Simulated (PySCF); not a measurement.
## C$_{3}$H$_{5}$, SMILES `C1[CH]C1` (charge 0, multiplicity 2)

The numbers are results of PBE-D3(BJ)/def2-TZVP // TPSSh-D3(BJ)/def2-TZVP (PySCF), not measurements.

```json
{
  "highest_occupied_spin_orbital": "-4.93 eV",
  "dipole_moment": "0.65 D",
  "total_energy": "-117.0959 Ha",
  "cost": "roughly 2.5 core-minutes"
}
```

Bonded distances (Å): C1–C2 1.466, C1–C3 1.466, C1–H4 1.080, C2–C3 1.531, C2–H5 1.086, C2–H6 1.087, C3–H7 1.087, C3–H8 1.086. Bond angles (°): C2–C1–C3 63.0, C2–C1–H4 131.9, C3–C1–H4 132.0, C1–C2–C3 58.5, C1–C2–H5 118.9, C1–C2–H6 119.2, C3–C2–H5 116.5, C3–C2–H6 119.1, H5–C2–H6 113.8, C1–C3–C2 58.5, C1–C3–H7 119.2, C1–C3–H8 118.9, C2–C3–H7 119.1, C2–C3–H8 116.5, H7–C3–H8 113.8.
Charge 0, spin multiplicity 2.
